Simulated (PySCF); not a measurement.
Species: Si(NCO)H3, CH3NOSi.
SMILES: `O=C=N[SiH3]`

The closed-shell ground state was solved at several levels (PySCF, density fitting, gas phase, non-relativistic). Isolated species at its PBE0-D3(BJ)/def2-SVP geometry, gas phase.

```csv
level,basis functions,total energy (Eh),HOMO (eV),LUMO (eV),gap (eV),dipole (D)
wB97X-D/def2-SVPD,111,-459.1396,-10.60,1.66,12.26,2.27
B3LYP/pcSseg-1,90,-459.4150,-8.44,0.08,8.52,2.25
```

Question: Estimate the row for PBE0/pcSseg-1, a basis of 90 functions; the other rows only guide the guess.

Answer: Total energy -459.0729 Eh, HOMO -8.69 eV, LUMO 0.29 eV, gap 8.98 eV, dipole 2.26 D.

Question: Over all these levels, which gives the widest orbital gap and which the narrowest?

Answer: wB97X-D/def2-SVPD (range-separated hybrid) has the widest, 12.26 eV, and B3LYP/pcSseg-1 (global hybrid, 20 % exact exchange) the narrowest, 8.52 eV. Functional and basis both differ between the two, so the spread mixes both effects.

Question: How far do the dipole and the HOMO energy spread over the levels?

Answer: The dipole runs from 2.25 to 2.27 D (mean 2.26 D) and the HOMO from -10.60 to -8.44 eV.

The pairwise dispersion term of wB97X-D wasn't added to the energies; at a given geometry it leaves orbitals and properties as they are.
